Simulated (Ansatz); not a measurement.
Geometry optimisation, RKS B3LYP-D4/def2-SVP (Ansatz 0.2.0).

Input file:

```yaml
crystal:
  periodic: [false, false, false]
  atoms:
    - { symbol: Ge, position_ang: [0.0, 0.0, 0.0] }
    - { symbol: F, position_ang: [0.0, 0.0, 1.68] }
    - { symbol: H, position_ang: [1.4616, 0.0, -0.5162] }
    - { symbol: H, position_ang: [-0.73, 1.2648, -0.5162] }
    - { symbol: H, position_ang: [-0.73, -1.2648, -0.5162] }
basis:
  gaussian: { orbitals: def2-SVP }
hamiltonian:
  xc: b3lyp
  dispersion: d4
relax:
  f_tol: 0.02
  max_steps: 40
```

Run as:

```bash
$ ansatz run input.yaml --threads 1 --pin off --max-ram 2048MiB --backend cpu --events-out ev --progress --plain --runs-dir out
```

Task: Where does it end, and by what steps?

Result: The forces met the threshold. After 3 steps the energy has fallen by 0.096 eV; Ge1 moved furthest, 0.06 Å.

| step | energy less start (eV) | largest force component (eV/Å) | accepted |
| --- | --- | --- | --- |
| 0 | 0.0000 | 2.846 | yes |
| 1 | -0.0749 | 1.169 | yes |
| 2 | -0.0952 | 0.062 | yes |
| 3 | -0.0955 | 0.008 | yes |

```xyz
5
Properties=species:S:1:pos:R:3
Ge 0.000 0.000 -0.060
F 0.000 0.000 1.691
H 1.475 0.000 -0.500
H -0.737 1.277 -0.500
H -0.737 -1.277 -0.500
```

Whether the end is a true minimum wasn't checked by a vibrational analysis.

The run took 5.9 s on 1 thread of Arm Neoverse V2 (shared host), peak memory 0.11 GiB.
